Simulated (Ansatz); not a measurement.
Reaction R1 → 2 P1, each structure at its B3LYP-D3(BJ)/def2-TZVP stationary point, reached from a drawn start (curvature not checked).
R1: H2 (SMILES [H][H]), charge 0, multiplicity 1.
P1: H atom, charge 0, multiplicity 2.

P less R. No zero-point or thermal terms.

CBS(a, b) extrapolates the correlation energy as X⁻³ and adds the Hartree–Fock energy of set b.

The values were computed with Ansatz (Gaussian orbitals). No computed number here is a measurement.

| level | reaction energy (kcal/mol) |
|---|---|
| SVWN5/def2-TZVPP | 113.12 |
| PBE/def2-TZVPP | 104.73 |
| BLYP/def2-TZVPP | 109.49 |
| B97M-V/def2-TZVPP | 107.88 |
| BHLYP/def2-TZVPP | 108.54 |
| MP2/cc-pVTZ | 103.54 |
| MP2/cc-pVQZ | ? |
| CCSD(T)/cc-pVQZ | ? |
| CCSD(T)/CBS(cc-pVTZ, cc-pVQZ) | ? |

Complete the blanks.


- MP2/cc-pVQZ, reaction energy (kcal/mol): 104.58
- CCSD(T)/cc-pVQZ, reaction energy (kcal/mol): 109.13
- CCSD(T)/CBS(cc-pVTZ, cc-pVQZ), reaction energy (kcal/mol): 109.57

Ansatz is a first-principles code.
